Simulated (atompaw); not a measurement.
# Reading a pseudo-wave (silver (Ag))

Columns: radius, all-electron u(r) and pseudo u(r) of the 5s shell (level -4.40 eV) of silver in the configuration [Ar] 3d10 4s2 4p6 4d10 5s1 5p0; PBE, scalar-relativistic, PAW (atompaw) scheme, atompaw 4.2.0.5.

```json
{"r (bohr)": "0.077", "all-electron": "-0.1058", "pseudo": "-0.0030"}
{"r (bohr)": "0.154", "all-electron": "-0.0042", "pseudo": "-0.0053"}
{"r (bohr)": "0.231", "all-electron": "0.1473", "pseudo": "-0.0065"}
{"r (bohr)": "0.308", "all-electron": "0.1578", "pseudo": "-0.0058"}
{"r (bohr)": "0.385", "all-electron": "0.0651", "pseudo": "-0.0028"}
{"r (bohr)": "0.462", "all-electron": "-0.0590", "pseudo": "0.0029"}
{"r (bohr)": "0.538", "all-electron": "-0.1656", "pseudo": "0.0115"}
{"r (bohr)": "0.615", "all-electron": "-0.2366", "pseudo": "0.0236"}
{"r (bohr)": "0.692", "all-electron": "-0.2665", "pseudo": "0.0393"}
{"r (bohr)": "0.769", "all-electron": "-0.2600", "pseudo": "0.0585"}
{"r (bohr)": "0.846", "all-electron": "-0.2251", "pseudo": "0.0812"}
{"r (bohr)": "0.923", "all-electron": "-0.1705", "pseudo": "0.1073"}
{"r (bohr)": "1.000", "all-electron": "-0.1036", "pseudo": "0.1364"}
{"r (bohr)": "1.077", "all-electron": "-0.0308", "pseudo": "0.1683"}
{"r (bohr)": "1.154", "all-electron": "0.0437", "pseudo": "0.2025"}
{"r (bohr)": "1.231", "all-electron": "0.1165", "pseudo": "0.2383"}
{"r (bohr)": "1.308", "all-electron": "0.1857", "pseudo": "0.2754"}
{"r (bohr)": "1.385", "all-electron": "0.2498", "pseudo": "0.3130"}
{"r (bohr)": "1.462", "all-electron": "0.3084", "pseudo": "0.3505"}
{"r (bohr)": "1.538", "all-electron": "0.3603", "pseudo": "0.3868"}
{"r (bohr)": "1.615", "all-electron": "0.4070", "pseudo": "0.4222"}
{"r (bohr)": "1.692", "all-electron": "0.4479", "pseudo": "0.4557"}
{"r (bohr)": "1.769", "all-electron": "0.4833", "pseudo": "0.4866"}
{"r (bohr)": "1.846", "all-electron": "0.5136", "pseudo": "0.5146"}
{"r (bohr)": "1.923", "all-electron": "0.5390", "pseudo": "0.5392"}
{"r (bohr)": "2.000", "all-electron": "0.5601", "pseudo": "0.5601"}
```

Q: How many radial nodes do the two functions have?

A: The all-electron 5s function has n − l − 1 = 4 (the table is too coarse to show those close to the nucleus); the pseudo-wave has 1, since 1 lower shell of the same l stays in the valence.

Q: Is the pseudo-wave norm-conserving?

A: No, it belongs to a PAW set: the norm inside the radius is not constrained, and the difference is carried by the augmentation charge.
